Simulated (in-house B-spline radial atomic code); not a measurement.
## RPA and G0W0 on LDA exchange-only: Mn21+

Configuration [He] 2s2, mean-field start LDA exchange-only. Computed with a B-spline radial code for spherical atoms: all electrons, non-relativistic, point nucleus, each spin shell either full or empty, empty states to l = 9 with an (l + 1/2)⁻⁴ tail; G0W0 by contour deformation at full frequency.

Command:
```bash
python run_gw.py task.json out
```
Settings (radii: box in bohr, nucleus in fm):
```
Z                        25
electrons                4
configuration            [He] 2s2
hamiltonian              nr
method                   lda,
lmax                     9
spin_polarised           False
box_radius               3.94
intervals                45
ion_configuration        [He] 2s1
```

Time taken, with all properties: 1.5 s on 1 thread of Arm Neoverse N1, with other jobs on the host.

Energies (hartree):

| term | value |
| --- | --- |
| mean-field total | -740.31486 |
| Hartree-Fock functional on these orbitals | -742.78110 |
| direct second order | -0.92892 |
| second-order exchange | 0.46051 |
| SOSEX correction | 0.30139 |

**Question.** What is the RPA correlation energy, and what remains with SOSEX?

**Answer.** RPA gives -0.6094 hartree (-4.15 eV per electron); RPA + SOSEX gives -0.30801, and the second-order doubles -0.46841 hartree (no singles). SOSEX takes back 49 % of the RPA value.

Quasi-particle levels (eV):

| level | occupied | mean field | Σx - vxc | Σc | QP weight | G0W0 |
| --- | --- | --- | --- | --- | --- | --- |
| 2s | yes | -1725.67 | -40.06 | ? | ? | ? |
| 1s | yes | -7644.07 | -184.68 | 5.14 | 0.994 | -7823.61 |
| 2p | no | -1674.28 | 43.73 | -0.07 | 0.984 | -1630.61 |

G0W0 = mean field + (Σx - vxc) + Σc, with Σc (partial-wave tail included) taken at the quasi-particle energy.

**Question.** Where does G0W0 put 2s?

**Answer.** At -1773.84 eV, with Σc = -8.11 eV and a quasi-particle weight of 0.959. The tabulated removal energy is 1788.7 ± 0.6 eV (NIST, semi-empirical); the calculation leaves out relativity, Breit and QED terms, and what these don't explain is the method's own error.

**Question.** What does it cost to remove one electron (to [He] 2s1) by differences of total energies, each species on its own start (correlation terms add to the Hartree-Fock functional)?

**Answer.** LDA exchange-only 1761.46 eV, Hartree-Fock functional 1765.30 eV, + RPA 1774.49 eV, + RPA + SOSEX 1772.28 eV, + second order 1776.61 eV. Tabulated: 1788.7 ± 0.6 eV (NIST, semi-empirical); the calculation leaves out relativity, Breit and QED terms, and what these don't explain is the method's own error.
